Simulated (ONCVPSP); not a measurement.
## LDA (Perdew-Zunger) ONCV dataset for F (Z = 9), scalar-relativistic all-electron reference.

| Quantity | Value |
| --- | --- |
| Element | fluorine (F) |
| Generator | ONCVPSP 4.0.1 |
| Type | optimised norm-conserving Vanderbilt (ONCV) |
| Functional | LDA (Perdew-Zunger) |
| Relativity | scalar-relativistic |
| Frozen core | [He] |
| Valence charge | 7 |
| Reference configuration | 2s2 2p5 |
| Partial waves | 2s: rc 0.85 bohr, ncon 3, nbas 7, qcut 9.1 1/bohr, 3 projectors, debl 3.1 Ha; 2p: rc 0.95 bohr, ncon 4, nbas 7, qcut 15.2 1/bohr, 2 projectors, debl 0.8 Ha; d scattering state at 0.02 Ha: rc 0.70 bohr, ncon 4, nbas 7, qcut 15.8 1/bohr, 2 projectors, debl 4 Ha |
| Local potential | polynomial inside 0.50 bohr (lpopt 3, dvloc0 1 Ha) |
| Core correction | Teter function, fcfact 4, rcfact 1.7 |

All-electron outer shells of the reference configuration (LDA (Perdew-Zunger), scalar-relativistic, ld1.x):

```tsv
shell	level (eV)	outermost node (bohr)	outermost maximum (bohr)
1s	-658.96	–	0.12
2s	-29.65	0.24	0.77
2p	-11.29	–	0.71
```

(1) Estimate the cutoffs (Ha) at which the residual kinetic energy of the hardest occupied pseudo-wave falls to 1 and 0.1 mHa per electron.

(2) Does the potential have ghost states?

(3) Tests: 2s2 2p4; 2s2 2p3; 2s2 2p2; 2s1 2p6. Which has the largest error in its energy relative to the reference configuration, and how large is it?

Answers

(1) 73 Ha and 159 Ha.

(2) Ghosts flagged at negative energy: d at -427.6 eV; no localised positive-energy state flagged. A true bound ghost makes a file unfit for plane-wave use.

(3) 2s2 2p2, with +85 meV (all-electron minus pseudo) on +118.80 eV.
